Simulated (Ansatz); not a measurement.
`C[NH][GeH]([Cl])[Cl]` + GeH₄ → `[Cl][GeH]([Cl])[GeH3]` + CH₃NH₂ at 298.15 K and 1 bar (formal exchange of groups at a Ge–N bond).

Program: Ansatz. Geometries: PBE0-D4/def2-TZVP. ΔE: electronic, gas phase. CCSD(T)/CBS is the MP2 limit (def2-TZVPP, def2-QZVPP) plus CCSD(T) − MP2 in def2-TZVPP, frozen cores. For Ge outer-core shells are correlated without core-valence functions, which leaves a few kJ/mol of doubt a bond. Scalar relativity is left out up to krypton. One conformer a species, not always the lowest.

| species | CCSD(T)/CBS energy (Eh) | H − E (kJ/mol) | S (J/(mol·K)) |
| --- | --- | --- | --- |
| `C[NH][GeH]([Cl])[Cl]` | -3091.52536 | 194.8 | 377.3 |
| GeH₄ | -2078.49493 | 88.5 | 217.3 |
| `[Cl][GeH]([Cl])[GeH3]` | -5074.27121 | 112.8 | 383.5 |
| CH₃NH₂ | -95.75281 | 180.0 | 240.4 |

H − E and S are ideal-gas, rigid-rotor, harmonic terms from PBE0-D4/def2-TZVP, for one conformer and one mirror image of each species. 1 Eh = 2625.50 kJ/mol, R = 8.31446 J/(mol·K).

Q: By hand: ΔE, ΔH, ΔS and ΔG.

A: ΔE = (-5074.27121) + (-95.75281) − (-3091.52536) − (-2078.49493) = -0.00373 Eh = -9.8 kJ/mol. Δ(H − E) = 112.8 + 180.0 − 194.8 − 88.5 = 9.5, so ΔH = -0.3 kJ/mol. ΔS = 383.5 + 240.4 − 377.3 − 217.3 = 29.3 J/(mol·K). ΔG = -0.3 − 298.15 × (29.3)/1000 = -9.0 kJ/mol.

Q: By hand: the equilibrium constant, and the temperature at which ΔG would vanish if ΔH and ΔS stayed fixed.

A: log₁₀ K = −ΔG/(RT ln 10) = 1.6. ΔH and −TΔS have one sign here, so there is no such temperature.

TΔS isn't small against ΔH here. A doubt of 5 kJ/mol in ΔE shifts log₁₀ K by 0.9 here. Other conformers and mirror images would add mixing entropy, several J/(mol·K) or more a flexible species. Modes under 60 cm⁻¹, often nearly free rotors, make the harmonic entropy too high. These are equilibria of isolated gas molecules and say nothing of rates. Largest T1 diagnostic: 0.012 (customary marks: 0.02 for closed shells, 0.045 for open ones).
